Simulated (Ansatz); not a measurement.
Consider the cleavage of the Ge–Si bond: `[GeH3][SiH2][SiH2][SiH2][GeH2][GeH3]` + H–F → `[F][GeH2][GeH3]` + `[SiH3][SiH2][SiH2][GeH3]`.

Gas-phase electronic energies from Ansatz, PBE0-D4/def2-TZVP geometries. CCSD(T)/CBS is the MP2 limit (def2-TZVPP, def2-QZVPP) plus CCSD(T) − MP2 in def2-TZVPP, frozen cores. This one scheme is used for every species. DFT in def2-TZVPP. For Ge outer-core shells are correlated without core-valence functions, which leaves a few kJ/mol of doubt a bond. Scalar relativity is left out up to krypton. Each species was taken in one conformer, which may not be the lowest.

`[GeH3][SiH2][SiH2][SiH2][GeH2][GeH3]`:

```xyz
20

Ge   -0.041   -2.697   -0.246
Si    1.019   -1.352    1.408
Si    2.391    0.224    0.363
Si    1.122    1.445   -1.173
Ge   -0.841    2.304   -0.126
Ge   -2.671    0.713   -0.084
H     1.003   -3.586   -0.943
H    -1.124   -3.599    0.368
H    -0.698   -1.808   -1.316
H     1.801   -2.222    2.330
H    -0.014   -0.637    2.206
H     2.968    1.159    1.370
H     3.513   -0.471   -0.329
H     1.925    2.572   -1.725
H     0.720    0.565   -2.305
H    -0.513    2.735    1.317
H    -1.325    3.557   -0.882
H    -3.942    1.390    0.456
H    -2.952    0.198   -1.505
H    -2.342   -0.490    0.816
```

H–F:

```xyz
2

F    -0.030    0.420   -0.185
H     0.030   -0.420    0.185
```

`[F][GeH2][GeH3]`:

Z-matrix (Å, degrees):
```
Ge
Ge 1 2.424
F 1 1.750 2 106.5
H 1 1.539 2 114.0 3 -115.9
H 1 1.539 2 114.0 3 115.9
H 2 1.537 1 109.0 3 179.5
H 2 1.534 1 109.7 3 59.9
H 2 1.534 1 109.8 3 -60.8
```

`[SiH3][SiH2][SiH2][GeH3]`:

Z-matrix (Å, degrees):
```
Si
Si 1 2.338
H 1 1.488 2 109.9
H 1 1.488 2 111.3 3 120.6
H 1 1.488 2 109.5 3 -119.1
Si 2 2.337 1 109.6 3 58.5
H 2 1.490 1 110.1 3 -63.6
H 2 1.490 1 109.2 3 177.7
Ge 6 2.380 2 109.8 1 54.9
H 6 1.490 2 109.4 1 -64.6
H 6 1.490 2 110.8 1 176.1
H 9 1.538 6 110.1 2 -64.6
H 9 1.538 6 111.3 2 175.1
H 9 1.538 6 110.3 2 54.7
```

| level | ΔE (kJ/mol) |
| --- | --- |
| revPBE | -32.4 |
| BHLYP | -47.7 |

Q: What does CCSD(T)/CBS give? (An estimate is asked.)

A: Computed: -6.5 kJ/mol. The listed levels differ from it by -25.9, -41.2 kJ/mol.

Largest T1 diagnostic among the species: 0.013.

Leaving LDA and LC-ωPBE aside and taking each functional with its dispersion term where it has one, the values, not all of them listed here, spread over 31.1 kJ/mol, from B2PLYP to HSE06-D4. LDA lies +20.8 kJ/mol from PBE without D4. From r2SCAN to r2SCAN0 (25 % exact exchange), in def2-TZVPP and without D4, ΔE moves by +4.5 kJ/mol.
